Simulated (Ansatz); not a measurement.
What each rung costs, and what it gives

Saddle point of C₂H₇In, singlet (CH₃In ([CH3][In]) + CH₄ → CH₃In ([CH3][In]) + CH₄; bonds formed: In1–C4, C2–H3; bonds broken: In1–C2, H3–C4), PBE0-D4/def2-TZVP structure:

| atom | x (Å) | y (Å) | z (Å) |
| --- | --- | --- | --- |
| In1 | 1.2082 | 0.2034 | 1.5360 |
| C2 | 0.5578 | 1.1489 | -0.7117 |
| H3 | -0.0199 | -0.0014 | -0.0215 |
| C4 | -0.6746 | -1.1680 | 0.5643 |
| H5 | 0.3661 | 2.1751 | -0.3826 |
| H6 | 1.5536 | 1.1184 | -1.1652 |
| H7 | -0.1615 | 0.9317 | -1.5108 |
| H8 | -0.1760 | -2.1418 | 0.5990 |
| H9 | -1.3474 | -1.1003 | 1.4250 |
| H10 | -1.3064 | -1.1659 | -0.3324 |

Barriers are electronic and count from the start structure reached by relaxing down the imaginary mode.

Program: Ansatz 0.2.0. Basis: as named in each row. Cores are frozen in the correlated methods. Filled d shells of the heavier atoms are correlated. Core potentials replace the inner electrons of the atoms past krypton. The def2 sets are not built for correlating such inner shells, so the correlated values are less sure here. B3LYP uses VWN-RPA correlation. Extrapolation: Hartree–Fock as exp(−7.88 √X), correlation as X^−2.97.

Times are rough, for one single point on 4 threads of a shared host (Arm Neoverse V1).

The estimate by CCSD(T) at an estimated basis limit (MP2 extrapolated from triple and quadruple zeta, plus CCSD(T) − MP2 in triple zeta) is 41.45 kcal/mol.

```csv
method,basis,time (s),barrier (kcal/mol),method less estimate
SPW92,def2-SVP,under 1,24.93,-16.52
PBE-D4,def2-SVP,under 1,32.95,-8.50
PBE0-D4,def2-SVP,under 1,37.66,-3.79
SPW92,def2-TZVPP,under 1,26.33,-15.13
PBE-D4,def2-TZVPP,2,34.24,-7.21
BLYP-D4,def2-TZVPP,2,38.91,-2.54
BHLYP-D4,def2-TZVPP,2,46.83,5.38
PBE0-D4,def2-TZVPP,2,38.36,-3.10
B3LYP-D4,def2-TZVPP,2,41.70,0.25
CAM-B3LYP-D4,def2-TZVPP,2,43.15,1.69
CCSD(T),def2-SVP,3,46.30,4.85
wB97M-V,def2-SVP,3,40.73,-0.72
r2SCAN-D4,def2-TZVPP,3,36.28,-5.18
r2SCAN0-D4,def2-TZVPP,3,39.52,-1.93
B2PLYP,def2-TZVPP,4,42.34,0.88
PBE-QIDH,def2-TZVPP,4,40.99,-0.46
wB97X-V,def2-TZVPP,6,43.05,1.60
RPA on PBE,def2-TZVPP,6,43.02,1.57
wB97M-V,def2-TZVPP,6,42.07,0.62
B97M-V,def2-TZVPP,7,40.45,-1.00
MP2,def2-QZVPP,14,39.73,-1.72
CCSD(T),def2-TZVPP,68,43.06,1.61
```

All methods are single points on the PBE0-D4 structures.

No T1 diagnostic of these runs exceeds 0.015.

Labels in which every atom is bracketed show which atoms are joined, not bond orders.
